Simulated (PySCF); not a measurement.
Ge(H)2(vinyl)(OH) (C₂H₆GeO), SMILES C=[CH][GeH2][OH]. Atoms are numbered in the order given.

```xyz
10

Ge     0.3107    -0.2541    -0.3812
O      1.7269    -0.2037     0.7076
C     -1.1062     0.9205     0.2270
C     -2.2409     0.4467     0.7502
H     -0.1684    -1.7099    -0.3034
H      0.7619     0.1378    -1.8067
H      2.1785     0.6462     0.6941
H     -0.9793     2.0069     0.1360
H     -2.4197    -0.6290     0.8641
H     -3.0470     1.1068     1.0908
```
Charge 0, spin multiplicity 1.

Geometry: PBE0-D3(BJ)/def2-SVP. Other conformers were not sampled.

Method: PBE/def2-TZVP run with PySCF.

ESP charges are fitted to the potential on shells at 1.4 to 2.0 van der Waals radii. Atomic charges (e):

```tsv
atom	meta-Löwdin	Mulliken	Löwdin	ESP fit
Ge1	0.69	0.34	0.38	0.46
O2	-0.71	-0.52	-0.24	-0.62
C3	-0.32	-0.20	-0.36	-0.24
C4	-0.22	-0.23	-0.22	-0.35
H5	-0.06	-0.01	-0.05	-0.03
H6	-0.08	-0.03	-0.06	-0.10
H7	0.33	0.30	0.16	0.39
H8	0.12	0.11	0.14	0.16
H9	0.12	0.12	0.12	0.17
H10	0.12	0.12	0.12	0.17
```
